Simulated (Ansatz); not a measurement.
Compare A (`C[Si](N)(F)BO`) with its isomer B (`NC(F)([SiH3])BO`).

Program: Ansatz. Geometries: PBE0-D4/def2-TZVP. ΔE: electronic, gas phase. CBS: MP2 limit from def2 TZ/QZ plus the TZ coupled-cluster correction, frozen cores. Functionals use def2-TZVPP. B3LYP here is the variant with VWN-RPA as its local correlation; programs differ in this. One conformer a species, not always the lowest.

A:

```xyz
13

C     0.6435   -1.3342    1.2292
Si    0.1342    0.2633    0.4229
N    -1.5412    0.4924    0.6392
F     1.0263    1.4028    1.1554
B     0.5344    0.4459   -1.5585
O    -0.3956    1.0614   -2.3273
H     0.3766   -1.3352    2.2901
H     1.7243   -1.4776    1.1608
H     0.1516   -2.1873    0.7564
H    -2.0473    1.1308    0.0476
H    -2.0086    0.3453    1.5186
H     1.5487    0.0535   -2.0814
H    -0.1469    1.1389   -3.2530
```

B:

Z-matrix (Å, degrees):
```
C
F 1 1.430
Si 1 1.922 2 104.6
N 1 1.412 2 112.3 3 116.4
B 1 1.574 2 110.6 3 -116.0
H 3 1.488 1 106.3 2 71.8
H 3 1.483 1 110.3 2 -47.8
H 3 1.485 1 110.7 2 -169.3
H 4 1.011 1 113.6 2 -58.2
H 4 1.011 1 114.1 2 68.7
O 5 1.347 1 118.9 2 12.2
H 5 1.201 1 119.7 2 -171.1
H 11 0.960 5 113.2 1 176.8
```

**Question.** Which is lower in electronic energy at CCSD(T)/CBS, and by how much? (An estimate is asked.)

**Answer.** The calculation gave: A, by 337.3 kJ/mol.

**Question.** Give E(B) − E(A) in kJ/mol with ωB97M-V, HF/def2-TZVPP, MP2/def2-TZVPP, B3LYP, PBE0-D4, CCSD(T)/def2-TZVPP, PBE-D4. (Estimate.)

**Answer.** Ansatz gave: ωB97M-V 322.7, HF/def2-TZVPP 339.7, MP2/def2-TZVPP 340.9, B3LYP 323.4, PBE0-D4 319.3, CCSD(T)/def2-TZVPP 329.3, PBE-D4 306.7. None reverses the order clearly.

Largest T1 diagnostic: 0.013.

From PBE to PBE0 (25 % exact exchange), in def2-TZVPP and without D4, E(B) − E(A) moves by +12.4 kJ/mol.
